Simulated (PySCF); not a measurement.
# A search over the determinants of CoO

Unrestricted PBE0; PySCF, no relativity, basis sets Co def2-TZVP, O def2-TZVP. Outer shells of the fragments: Co 3d7 4s2; O 2s2 2p4.

Followed along the bond (rough minima from three points):

```json
{"2Ms+1": "4", "unpaired": "π ↑↑, δ ↑", "⟨S²⟩ at the start": "3.84", "R at minimum (Å)": "1.61", "Te (eV)": "0.00"}
{"2Ms+1": "4", "unpaired": "σ ↑, π ↑↑", "⟨S²⟩ at the start": "3.77", "R at minimum (Å)": "1.58", "Te (eV)": "0.28"}
{"2Ms+1": "4", "unpaired": "σ ↑, π ↑, δ ↑", "⟨S²⟩ at the start": "3.80", "R at minimum (Å)": "1.65", "Te (eV)": "0.42"}
{"2Ms+1": "6", "unpaired": "σ ↑↑, π ↑↑, δ ↑", "⟨S²⟩ at the start": "8.77", "R at minimum (Å)": "1.65", "Te (eV)": "0.67"}
{"2Ms+1": "2", "unpaired": "σ ↓, π ↑↑", "⟨S²⟩ at the start": "1.77", "R at minimum (Å)": "1.58", "Te (eV)": "0.81"}
{"2Ms+1": "2", "unpaired": "π ↑↑, δ ↓", "⟨S²⟩ at the start": "1.77", "R at minimum (Å)": "1.62", "Te (eV)": "0.96"}
```

Solutions found at the starting distance of 1.670 Å, counted from the lowest of them; the search is not exhaustive and high or unbound solutions are not listed, so other states can lie among these:

```
2Ms+1         unpaired   term  E (eV)  ⟨S²⟩  ⟨Lz²⟩  μ (D)
    4        π ↑↑, δ ↑     ⁴Δ    0.00  3.84   4.00  -5.21
    4    σ ↑, π ↑, δ ↑  mixed    0.37  3.80   4.87  -5.53
    4        σ ↑, π ↑↑    ⁴Σ⁻    0.38  3.77   0.00  -5.85
    6  σ ↑↑, π ↑↑, δ ↑     ⁶Δ    0.62  8.77   4.00  -1.92
    2        σ ↓, π ↑↑  mixed    0.94  1.77   0.00  -5.62
    2        π ↑↑, δ ↓  mixed    0.96  1.77   4.01  -4.86
    2              π ↑  mixed    0.98  1.48   1.02  -4.61
    2    σ ↓, π ↑, δ ↑  mixed    1.20  1.77   5.07  -5.11
    4    σ ↑, π ↑, δ ↑  mixed    1.64  4.54   5.04  -1.46
    4            π ↑↑↑     ⁴Π    1.72  3.91   1.01  -3.98
```

A term symbol is given only where ⟨S²⟩ and ⟨Lz²⟩ are close to those of a pure state; real π, δ and φ orbitals otherwise mix terms. A positive dipole means Co(−)O(+).

**Question.** Compare the gap between the two lowest followed solutions at the starting distance with the gap between their minima.

**Answer.** At PBE0 the second solution (quartet, unpaired electrons σ ↑, π ↑↑) lies +0.38 eV from the first (quartet, unpaired electrons π ↑↑, δ ↑) at 1.670 Å and +0.28 eV at the minima; the two curves relax by different amounts, since their minima lie near 1.58 and 1.61 Å.

With d or f electrons several states lie close, and the lowest PBE0 determinant need not be the measured ground state.
